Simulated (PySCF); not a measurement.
# What a mistake does to a calculation on AlHO2

These are calculations, not measurements. They come from PySCF 2.14.0, an open-source quantum chemistry program, on an isolated molecule that a program drew, which may never have been made. The molecule is AlHO2 (charge 0, singlet), drawn as the SMILES string `[O]=[Al][OH]`.

Each row is a Hartree-Fock (HF) and frozen-core CCSD(T) single point in the cc-pV(D+d)Z basis, meant for a local HF minimum. Run 1 is clean. Each other run has one planted mistake out of seven kinds, and not every kind appears here: one electron removed, one electron added, multiplicity raised by two, geometry at a saddle point, minimal basis STO-3G, one bond length entered in bohr, all coordinates scaled. The reference is restricted for singlets and unrestricted otherwise, and also for a bond in bohr. Adding or removing an electron swaps singlet and doublet. Electrons count all cores. HOMO and LUMO are orbital energies over both spins, the gradient is its largest component, and the lowest frequency (negative if imaginary) is given only where the gradient is small. Bond lengths are over the 3 bonds as drawn. T1 is the CCSD diagnostic: over 0.02 (restricted) or 0.045 (unrestricted) a single reference is doubtful.

Geometry of the clean run:
```xyz
4
AlHO2, angstrom
O    -0.1550   -3.8115   -2.4163
Al   -0.5616   -2.3337   -2.0622
O    -0.9585   -0.7890   -1.6622
H    -1.5129   -0.0548   -1.8521
```

```
run  electrons  basis functions  <S^2>  HOMO (eV)  LUMO (eV)  gradient (hartree/bohr)  lowest frequency (cm^-1)  mean bond (Å)  longest bond (Å)      T1  HF (hartree)  CCSD(T) (hartree)                     mistake
  1         30               56  0.000     -10.88       1.04                  3.7e-05                       227         1.3856             1.644  0.0266    -392.25335         -392.71089                    no fault
  2         30               56  2.008      -6.52       0.65                  1.3e-01                         -         1.3856             1.644  0.0189    -392.18810         -392.59056  multiplicity raised by two
  3         31               56  0.816       0.18       7.72                  4.1e-02                         -         1.3856             1.644  0.0293    -392.22968         -392.69690                           ?
  4         29               56  0.755     -20.68      -6.54                  1.3e-01                         -         1.3856             1.644  0.0183    -391.96151         -392.35345                           ?
```

**Which mistake was planted in run 3, and what did it cost?**

It counts 31 electrons, one more than the clean run, at the same geometry and basis. So the mistake is: one electron added. Subtracting run 1 and multiplying by 627.51 kcal/mol a hartree, the energy moved by 14.9 kcal/mol in HF and 8.8 kcal/mol in CCSD(T).

**Which mistake was planted in run 4, and what did it cost?**

It counts 29 electrons, one fewer than the clean run, at the same geometry and basis. So the mistake is: one electron removed. Subtracting run 1 and multiplying by 627.51 kcal/mol a hartree, the energy moved by 183.1 kcal/mol in HF and 224.3 kcal/mol in CCSD(T).

Cautions from the logs. Run 1: T1 is over the limit, so its CCSD(T) energy is less reliable; run 3: the HOMO is above zero, so the electron isn't bound and the energy depends on the basis.
